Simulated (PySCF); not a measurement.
C6H15NOSi.
Atom-mapped SMILES: `[CH3:1][C:2](=[O:3])[NH:4][SiH2:5][C:6]([CH3:7])([CH3:8])[CH3:9]` (hydrogens: H10, H11, H12 on C1; H13 on N4; H14, H15 on Si5; H16, H17, H18 on C7; H19, H20, H21 on C8; H22, H23, H24 on C9)

All values: PBE0/pcSseg-1 (PySCF, non-relativistic), on one gas-phase PBE0-D3(BJ)/def2-SVP geometry that isn't relaxed in the solvent. The solvent is an IEF-PCM continuum (cavity from Bondi-type radii × 1.2). Only the electrostatic response of the medium enters.

Gas phase at PBE0/pcSseg-1: HOMO -7.47 eV, LUMO 0.46 eV, dipole 3.95 D.

Task: What does the continuum do to the energy, the frontier levels and the dipole at PBE0/pcSseg-1 in benzene and chloroform?

Result: 
```
   solvent      ε  E(solvent) − E(gas) (kcal/mol)  polarisation term (kcal/mol)  distortion of the solute (kcal/mol)  HOMO (eV)  LUMO (eV)  dipole (D)
   benzene  2.271                           -3.43                         -3.77                                 0.34      -7.55       0.46        4.55
chloroform  4.711                           -5.61                         -6.54                                 0.93      -7.62       0.44        4.98
```

The first energy column is the sum of the next two and covers electrostatics alone. From benzene to chloroform the lowering changes by a factor 1.63, Onsager's factor (ε − 1)/(2ε + 1) by 1.55 and ε itself by 2.1.

Task: Which radius a makes the point-dipole formula ΔE = −[(ε − 1)/(2ε + 1)]·μ²/a³ give the value in chloroform, with the gas-phase dipole?

Result: μ = 1.553 au and |ΔE| = 0.00894 Eh give a = 2.42 Å; the farthest nucleus lies 4.83 Å from the centroid of the nuclei, so such a sphere wouldn't even hold the nuclei. The formula assumes a rigid point dipole at the centre of a sphere.

Task: Which IAO charges (PBE0/pcSseg-1) respond most in benzene (means over atoms taken as equivalent)?

Result: 
```json
{"atoms": "O3", "environment": "amide oxygen", "gas (e)": "-0.487", "solvent (e)": "-0.513", "change": "-0.026"}
{"atoms": "H13", "environment": "amide N–H hydrogen", "gas (e)": "+0.263", "solvent (e)": "+0.274", "change": "+0.011"}
{"atoms": "C2", "environment": "amide carbonyl carbon", "gas (e)": "+0.446", "solvent (e)": "+0.450", "change": "+0.004"}
{"atoms": "H10/H11/H12", "environment": "methyl hydrogen", "gas (e)": "+0.162", "solvent (e)": "+0.165", "change": "+0.003"}
{"atoms": "H14/H15", "environment": "Si–H hydrogen", "gas (e)": "-0.125", "solvent (e)": "-0.128", "change": "-0.003"}
{"atoms": "N4", "environment": "amide nitrogen", "gas (e)": "-0.611", "solvent (e)": "-0.608", "change": "+0.003"}
{"atoms": "C6", "environment": "sp3 carbon bound to silicon", "gas (e)": "-0.215", "solvent (e)": "-0.213", "change": "+0.002"}
{"atoms": "C7/C8/C9", "environment": "methyl carbon", "gas (e)": "-0.403", "solvent (e)": "-0.405", "change": "-0.002"}
```

Task: Which Mayer bond orders change most in benzene?

Result: 
```
  bond  length (Å)    gas  solvent  change
 C2–O3       1.217  1.895    1.868  -0.027
 C2–N4       1.368  1.138    1.156  +0.018
 C1–C2       1.510  0.996    1.004  +0.008
Si5–C6       1.901  0.848    0.856  +0.008
N4–H13       1.013  0.910    0.904  -0.006
N4–Si5       1.776  0.814    0.818  +0.004
C1–H10       1.101  0.948    0.945  -0.003
C1–H12       1.101  0.950    0.947  -0.003
```

The values belong to the conformer `[CH3:1][C:2](=[O:3])[NH:4][SiH2:5][C:6]([CH3:7])([CH3:8])[CH3:9]`: C1–C2–N4–Si5 180°, C2–N4–Si5–C6 180°, N4–Si5–C6–C7 60°.
